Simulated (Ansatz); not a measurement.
`[O]=[W](=[O])([OH])[F]` + NH₃ → `[NH2][W](=[O])(=[O])[F]` + H₂O at 298.15 K and 1 bar (ligand exchange at a W–O bond).

Program: Ansatz. Geometries: PBE0-D4/def2-TZVP. ΔE: electronic, gas phase. CBS: MP2 limit from def2 TZ/QZ plus the TZ coupled-cluster correction, frozen cores. This one scheme is used for every species. def2 core potentials past Kr. For W outer-core shells are correlated without core-valence functions, which leaves a few kJ/mol of doubt a bond. Each species was taken in one conformer, which may not be the lowest.

```json
{"species": "`[O]=[W](=[O])([OH])[F]`", "CCSD(T)/CBS energy (Eh)": "-393.06556", "H − E (kJ/mol)": "76.1", "S (J/(mol·K))": "335.4"}
{"species": "NH₃", "CCSD(T)/CBS energy (Eh)": "-56.50880", "H − E (kJ/mol)": "100.5", "S (J/(mol·K))": "192.4"}
{"species": "`[NH2][W](=[O])(=[O])[F]`", "CCSD(T)/CBS energy (Eh)": "-373.18891", "H − E (kJ/mol)": "109.3", "S (J/(mol·K))": "337.4"}
{"species": "H₂O", "CCSD(T)/CBS energy (Eh)": "-76.37941", "H − E (kJ/mol)": "66.4", "S (J/(mol·K))": "188.7"}
```

H − E and S are ideal-gas, rigid-rotor, harmonic terms from PBE0-D4/def2-TZVP, for one conformer and one mirror image of each species. 1 Eh = 2625.50 kJ/mol, R = 8.31446 J/(mol·K).

By hand: ΔE, ΔH, ΔS and ΔG.

ΔE = (-373.18891) + (-76.37941) − (-393.06556) − (-56.50880) = 0.00604 Eh = 15.9 kJ/mol. Δ(H − E) = 109.3 + 66.4 − 76.1 − 100.5 = -0.9, so ΔH = 15.0 kJ/mol. ΔS = 337.4 + 188.7 − 335.4 − 192.4 = -1.7 J/(mol·K). ΔG = 15.0 − 298.15 × (-1.7)/1000 = 15.5 kJ/mol.

By hand: the equilibrium constant, and the temperature at which ΔG would vanish if ΔH and ΔS stayed fixed.

log₁₀ K = −ΔG/(RT ln 10) = -2.7. ΔH and −TΔS have one sign here, so there is no such temperature.

The number of gas molecules stays the same, so ΔS is small and ΔH decides. A doubt of 5 kJ/mol in ΔE shifts log₁₀ K by 0.9 here. Other conformers and mirror images would add mixing entropy, several J/(mol·K) or more a flexible species. These are equilibria of isolated gas molecules and say nothing of rates. Largest T1 diagnostic: 0.023 (customary marks: 0.02 for closed shells, 0.045 for open ones).

ΔS is within the doubt of such terms, so its sign, and with it that verdict, could turn.
